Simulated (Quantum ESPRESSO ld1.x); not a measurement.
These are the eigenvalues of the occupied orbitals of an atom or ion with whole-number occupations (hartree). Calculated with ld1.x of Quantum ESPRESSO 7.5: Dirac Kohn-Sham, revPBE, spin-unpolarised, spherical densities, point nucleus.

| orbital | eigenvalue |
|---|---|
| 1s1/2 | -762.550 |
| 2s1/2 | -178.049 |
| 3s1/2 | -75.6775 |

Which element is it, and in what charge state? The configuration may be excited. Open shells, if any, fill j = l - 1/2 first.

Answer. Z = 40, zirconium, charge +35: Zr35+ in [He] 2s2 3s1. The list shows which subshells hold electrons but not how many an open one holds; the 1s level, -762.55 hartree, gives Z - s = 39.1 by -(Z - s)^2/2, which with screening and relativity narrows Z to a few neighbours, and the depths of the outer levels then fix element, charge and occupations together.
